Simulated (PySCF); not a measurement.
Gas-phase reaction: GeH4 + GeO2 → 2 GeH2 + 2 O

Method: PySCF energies (xtb for GFN2) plus ideal-gas RRHO corrections (1 bar). † marks an energy on the PBE0/def2-TZVP geometry and frequencies; other levels use their own. MP2 freezes the core. 6-31G* has spherical d functions here. Open shells (unrestricted): O (multiplicity 3, electronic degeneracy 9); the rest are closed-shell singlets. GFN2 has no spin-polarisation term. Spin-orbit splitting is ignored; it lowers the true energy and changes the entropy of O. B3LYP is the form with VWN-RPA correlation. Ge: all electrons, no relativistic terms. GeO2, GeH2: computed as isolated molecules; such fragments, hydroxides, amides, oligomers or adducts are transient or little studied in the gas. MP2 isn't extrapolated to the basis-set limit; its ΔH°(298 K) is 1017.7 kJ in def2-SVP and 1107.0 kJ in def2-TZVPP. The harmonic model lacks anharmonicity and excited electronic states, which grow with temperature; levels with a mode under 35 cm⁻¹ are left out.

```csv
level,"ΔE electronic, kJ","ΔH°(298 K), kJ","ΔS°(298 K), J/K","ΔG°(1600 K), kJ"
B3LYP/6-31G*,929,905,300,418
B3LYP/def2-TZVP†,980,955,302,463
GFN2-xTB,1659,1628,300,1139
HF/def2-TZVP†,473,448,302,-44
MP2/def2-SVP†,1043,1018,302,526
MP2/def2-TZVPP†,1132,1107,302,615
PBE/def2-TZVP†,1101,1076,302,584
PBE0/def2-SVP†,969,944,302,453
PBE0/def2-TZVP,996,971,302,479
ωB97M-V/def2-TZVP†,989,964,302,473
ωB97X-V/def2-TZVP†,1010,985,302,493
```
ΔH° is lowest at HF/def2-TZVP† and highest at GFN2-xTB. No reference value is set beside these.
